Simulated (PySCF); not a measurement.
Zn(SH)(OSiH3) (H4OSSiZn), SMILES [SiH3][O][Zn][SH]. Atoms are numbered in the order given.

```xyz
8

Zn    -0.2653     0.3502     0.1877
S     -1.8003     1.0353     1.5547
H     -0.9028     1.1506     2.5768
O      0.9922    -0.1013    -0.9915
Si     1.7062    -1.5308    -1.4517
H      0.7032    -2.5220    -1.9979
H      2.4189    -2.2085    -0.3026
H      2.7194    -1.2493    -2.5282
```

The structure is a stationary point at PBE-D3(BJ)/def2-SVP. Other conformers were not sampled.

Two levels are set side by side: PBE/pcSseg-1 (PySCF) and B3LYP/pcSseg-1 (PySCF). GIAO shifts against H2O (¹⁷O), H2S (³³S), TMS (²⁹Si), TMS (¹H) at the same level; non-relativistic, no solvent, atoms listed together averaged. Differences are taken from unrounded values.

```tsv
quantity	B3LYP	PBE	PBE minus B3LYP
δ(³³S) of S2 (ppm)	-104.8	-84.3	20.6
δ(¹H) of H3 (ppm)	-0.07	0.11	0.18
δ(¹⁷O) of O4 (ppm)	30.1	43.3	13.2
δ(²⁹Si) of Si5 (ppm)	-39.1	-33.0	6.1
```

Rough cost on one machine, each run with all the roots and properties that it gave: B3LYP against PBE within a factor of 2.
